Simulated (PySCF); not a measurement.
C₄H₅FN₂.
Structure used (PBE0-D3(BJ)/def2-SVP), in Å, numbered top down from 1:
```xyz
12
C4H5FN2 angstrom
C     -1.810   -0.348   -0.059
N     -0.383   -0.185    0.001
N      0.415   -1.195    0.366
C      1.642   -0.698    0.340
C      1.664    0.661   -0.047
C      0.331    0.933   -0.248
F     -0.282    2.038   -0.620
H     -2.055   -1.224   -0.673
H     -2.227   -0.489    0.949
H     -2.250    0.550   -0.510
H      2.488   -1.334    0.599
H      2.506    1.336   -0.168
```

Computed, not measured: core-valence-separated Tamm–Dancoff BHandHLYP/aug-pcX-1 (pcseg-1 on H) in PySCF, non-relativistic, gas phase, PBE0-D3(BJ)/def2-SVP geometry. Absolute energies from this functional tend to lie a few eV below measured edges; no shift was applied.

The lowest roots of each edge with f over 0.003 (five at most, numbered afresh; weaker and dark ones are left out), with transition dipoles (au) in the frame of the coordinates:

```json
{"root": "1", "edge": "C", "E (eV)": "283.98", "f": "0.0621", "μx": "0.0084", "μy": "-0.0259", "μz": "-0.0905"}
{"root": "2", "edge": "C", "E (eV)": "284.49", "f": "0.0589", "μx": "0.0078", "μy": "-0.0254", "μz": "-0.0880"}
{"root": "3", "edge": "C", "E (eV)": "285.92", "f": "0.0150", "μx": "0.0356", "μy": "0.0291", "μz": "-0.0056"}
{"root": "4", "edge": "C", "E (eV)": "286.37", "f": "0.0766", "μx": "-0.0091", "μy": "0.0288", "μz": "0.1001"}
{"root": "5", "edge": "C", "E (eV)": "286.51", "f": "0.0031", "μx": "-0.0193", "μy": "-0.0085", "μz": "0.0006"}
{"root": "6", "edge": "N", "E (eV)": "397.97", "f": "0.0566", "μx": "0.0066", "μy": "-0.0206", "μz": "-0.0731"}
{"root": "7", "edge": "N", "E (eV)": "400.62", "f": "0.0411", "μx": "0.0048", "μy": "-0.0179", "μz": "-0.0620"}
{"root": "8", "edge": "N", "E (eV)": "401.60", "f": "0.0098", "μx": "0.0104", "μy": "-0.0283", "μz": "0.0091"}
{"root": "9", "edge": "N", "E (eV)": "402.21", "f": "0.0191", "μx": "-0.0326", "μy": "0.0279", "μz": "-0.0102"}
{"root": "10", "edge": "N", "E (eV)": "402.63", "f": "0.0176", "μx": "0.0245", "μy": "-0.0326", "μz": "0.0113"}
{"root": "11", "edge": "F", "E (eV)": "686.69", "f": "0.0212", "μx": "-0.0164", "μy": "0.0298", "μz": "-0.0100"}
{"root": "12", "edge": "F", "E (eV)": "687.48", "f": "0.0110", "μx": "-0.0018", "μy": "0.0068", "μz": "0.0245"}
{"root": "13", "edge": "F", "E (eV)": "688.30", "f": "0.0231", "μx": "0.0189", "μy": "-0.0301", "μz": "0.0101"}
```

Problem. Molecules are fixed in this frame and the field points along (1, 0, −1)/√2. What effective strengths 3 f cos²θ do the roots have (θ between field and μ)?

Solution. root 1 (C4): 0.102, root 2 (C5): 0.096, root 3 (C5): 0.018, root 4 (C6): 0.125, root 5 (C5): 0.004, root 6 (N3): 0.093, root 7 (N2): 0.066, root 8 (N3): 0.000, root 9 (N3): 0.007, root 10 (N3): 0.003, root 11 (F7): 0.001, root 12 (F7): 0.018, root 13 (F7): 0.002. Root 4 is the strongest. Averaged over all orientations cos²θ is 1/3, which gives f back.

Rough CPU time on one thread of a shared machine: about 60 s.
